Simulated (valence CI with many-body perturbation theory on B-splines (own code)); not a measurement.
# Which ion has this spectrum?

A relativistic CI+MBPT calculation for an atom or ion with 5 electrons gives these levels (Ry):

```tsv
J	Parity	E	g
1/2	odd	0.00	0.61
1/2	even	22.40	2.00
3/2	odd	145.33	1.29
3/2	even	161.18	1.61
5/2	even	164.26	1.30
1/2	even	170.19	1.27
3/2	even	170.32	0.97
3/2	odd	193.44	1.30
5/2	even	307.81	1.41
1/2	even	316.62	1.92
3/2	even	316.66	1.16
3/2	odd	334.74	1.43
5/2	odd	336.40	1.15
1/2	odd	341.10	0.61
```

The energies are calculated, and their last digits are not significant.

Question: Which is it?
A. Os71+
B. Hg75+
C. Au74+
D. Tl76+

Answer: C. Au74+, ground level (2s^2 2p1/2) J=1/2.
